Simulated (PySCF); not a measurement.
Worked example: chemical shift, span and skew from a shielding tensor

Se(Br)(OSiH3) (BrH₃OSeSi), SMILES [SiH3]O[Se]Br. Atoms are numbered in the order given.

```xyz
7

Se     0.0711    -0.2320     1.0136
Br     1.0664     1.2259    -0.5270
O     -0.5395    -1.5489    -0.0512
Si    -2.0127    -1.3375    -0.8766
H     -3.1147    -1.0787     0.0937
H     -2.2281    -2.6218    -1.5936
H     -1.9047    -0.2041    -1.8369
```

Geometry: r2SCAN-D4/def2-SVP. This is a generated structure with no PubChem entry under its InChIKey; it may be hypothetical. Other conformers were not sampled.

GIAO shieldings from PBE/pcSseg-1 (PySCF), non-relativistic, no solvent. The symmetric part of the tensor of Se1 has the principal values -1536.3, -738.4, -137.9 ppm. The same nucleus in Me2Se has σ = 1634.8 ppm at this level (PySCF, at its B3LYP-D3(BJ)/def2-TZVP geometry). Without spin–orbit terms, shifts of atoms bonded to Cl or Br come out too high.

**Question.** Work out the isotropic shielding, the ⁷⁷Se shift against Me2Se, the span and the skew.

**Answer.** 
σ(iso) = (σ11 + σ22 + σ33)/3 = -804.2 ppm. δ = σ(ref) − σ(iso) = 1634.8 − (-804.2) = 2439.0 ppm.
Span Ω = σ33 − σ11 = 1398.4 ppm. Skew κ = 3(σ(iso) − σ22)/Ω = -0.14. Tumbling in solution averages the tensor to δ; in a static solid the shielding alone would spread this spin-1/2 line over Ω.
